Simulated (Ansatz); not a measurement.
CH₄ClNSSi, relaxed with RKS PBE-D4/def2-SVP in Ansatz from a rough embedded geometry. The force threshold is 0.03 eV/Å; the program also tests the step.

Charge 0, multiplicity 1. The bonds changed during the relaxation, so this is another structure than the one it started from.

Start:

```xyz
9

N     0.791    1.228   -0.465
C    -0.267    0.295   -0.535
S    -1.228    0.361    0.823
Si   -0.207   -1.457    0.154
Cl    1.263   -1.788    1.521
H     0.506    2.193   -0.591
H     1.183    1.267    0.528
H    -0.805    0.312   -1.453
H    -1.237   -2.413    0.016
```

By how much does the energy fall, and how many steps does the optimiser take? (Best estimate.)

Computed: 1.67 eV, in 16 steps, 2 of them rejected.

Which bonds change most? (An estimate is asked.)

Ansatz gave: S3–Si4 from 2.190 to 2.035 Å; Si4–Cl5 from 2.035 to 2.124 Å; Si4–H9 from 1.411 to 1.499 Å; N1–C2 from 1.412 to 1.328 Å.

Give the relaxed structure. (Best estimate.)

The calculation gave: 
```xyz
9

N     0.827    1.133   -0.429
C    -0.195    0.314   -0.651
S    -2.022    0.012    1.219
Si   -0.549   -1.166    0.455
Cl    1.273   -1.414    1.519
H     0.833    2.109   -0.737
H     1.531    0.853    0.266
H    -0.927    0.639   -1.408
H    -0.769   -2.480   -0.234
```
